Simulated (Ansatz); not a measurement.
Species: sum formula H2SiO2 (charge -1, doublet). 
Coordinates optimised at B3LYP-D3(BJ)/def2-TZVP (Ansatz, a quantum-chemistry and plane-wave program):
```
Si
O 1 1.7674
H 2 0.9646 1 108.93
O 1 1.7674 2 98.14 3 51.68
H 4 0.9646 1 108.93 2 51.68
```
Charge -1, spin multiplicity 2.

Basis-set convergence of Hartree-Fock and MP2 correlation energies (hartree) with Ansatz. Correlated levels leave the core frozen unless marked. UHF or UKS for open shells. No spin-orbit coupling. Non-relativistic.

| basis | functions | E(HF) | E(corr, MP2) |
|---|---|---|---|
| aug-cc-pV(D+d)Z | 96 | -439.88968 | -0.50687 |
| aug-cc-pV(T+d)Z | 193 | (withheld) | (withheld) |

Q: Fill in the missing entries.

A: 
- aug-cc-pV(T+d)Z, E(HF): -439.94111
- aug-cc-pV(T+d)Z, E(corr, MP2): -0.61572
